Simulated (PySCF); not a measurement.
Si(H)2(OMe)(NH2), SMILES CO[SiH2]N (PBE0/def2-SVP optimised geometry):

```
11

Si    -0.383    -1.391     0.000
N     -0.918    -2.258    -1.378
O     -0.918     0.192     0.000
C     -0.631     1.114     1.010
H     -0.915    -2.074     1.219
H      1.113    -1.391     0.000
H     -0.520    -2.051    -2.288
H     -1.895    -2.513    -1.463
H     -1.012     0.789     1.997
H      0.455     1.300     1.114
H     -1.113     2.074     0.767
```

Computed with PBE0/def2-TZVP (PySCF).

**Question.** What are the frontier orbital energies and the dipole moment?

**Answer.** HOMO-2 -8.63 eV, HOMO-1 -7.86 eV, HOMO -7.84 eV, LUMO 0.69 eV, LUMO+1 1.20 eV; dipole moment 0.56 D.

Meta-Löwdin charges at PBE0/def2-TZVP: Si1 0.95, N2 -0.73, O3 -0.63, C4 -0.12, H5 -0.14, H6 -0.14, H7 0.24, H8 0.24, H9 0.10, H10 0.10, H11 0.12.
